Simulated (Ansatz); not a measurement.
The cluster CoI2 (the lowest doublet isomer of a short search), 3 atoms. Hardware: 4 threads of Arm Neoverse N1 on a shared host.

In the def2 sets I takes a core potential; there is no spin–orbit coupling. Correlated methods freeze 13 core orbitals; core or outer-core shells of Co, I are correlated, in sets that lack core-valence functions.

Question: How many basis functions does each of these Ansatz runs have, and roughly what does it cost? MP2/def2-TZVP, charge 0 doublet, energy, from earlier orbitals; PBE-D4/def2-TZVP, charge 0 quartet, energy, from earlier orbitals; PBE-D4/def2-TZVP, charge 0 sextet, energy, from earlier orbitals; r2SCANh-D4/def2-TZVP, charge 0 sextet, energy, from earlier orbitals; MP2/def2-TZVP, charge 0 sextet, energy, from earlier orbitals; PBE0-D4/def2-TZVP, charge 1 triplet at the geometry of the charge 0 doublet, energy; ωB97X-V/def2-TZVP, charge 0 sextet, energy, from earlier orbitals; CCSD(T)/def2-SVP, charge 0 doublet, energy, from earlier orbitals; PBE0-D4/def2-TZVP, charge 0 quartet, relaxation, 3 steps; PBE-D4/def2-TZVPD, charge -1 singlet at the geometry of the charge 0 doublet, energy, from earlier orbitals; RPA@PBE/def2-TZVP, charge 0 doublet, energy, from earlier orbitals; r2SCANh-D4/def2-TZVP, charge 0 quartet, energy, from earlier orbitals.

Answer: Other jobs shared the machine, so times can vary by a factor of up to 3. A dash marks memory too small to be measured apart from the calling script's.

| run | functions | fitting or Cholesky vectors | wall time | peak host memory (GiB) |
| --- | --- | --- | --- | --- |
| MP2/def2-TZVP, charge 0 sextet, energy, from earlier orbitals | 145 | 1403 | 8 s | 0.55 |
| PBE-D4/def2-TZVPD, charge -1 singlet at the geometry of the charge 0 doublet, energy, from earlier orbitals | 166 | 1291 | 15 s | – |
| PBE0-D4/def2-TZVP, charge 0 quartet, relaxation, 3 steps | 145 | 1469 | 18 s | – |
| PBE-D4/def2-TZVP, charge 0 quartet, energy, from earlier orbitals | 145 | 1188 | 21 s | – |
| PBE-D4/def2-TZVP, charge 0 sextet, energy, from earlier orbitals | 145 | 1188 | 27 s | – |
| MP2/def2-TZVP, charge 0 doublet, energy, from earlier orbitals | 145 | 1403 | 28 s | 0.69 |
| r2SCANh-D4/def2-TZVP, charge 0 quartet, energy, from earlier orbitals | 145 | 1403 | 31 s | 0.71 |
| r2SCANh-D4/def2-TZVP, charge 0 sextet, energy, from earlier orbitals | 145 | 1403 | 38 s | 0.71 |
| CCSD(T)/def2-SVP, charge 0 doublet, energy, from earlier orbitals | 83 | 1004 | 46 s | 0.71 |
| RPA@PBE/def2-TZVP, charge 0 doublet, energy, from earlier orbitals | 145 | 1403 | 56 s | – |
| ωB97X-V/def2-TZVP, charge 0 sextet, energy, from earlier orbitals | 145 | 1403 | 61 s | 0.86 |
| PBE0-D4/def2-TZVP, charge 1 triplet at the geometry of the charge 0 doublet, energy | 145 | 1403 | 97 s | 0.89 |
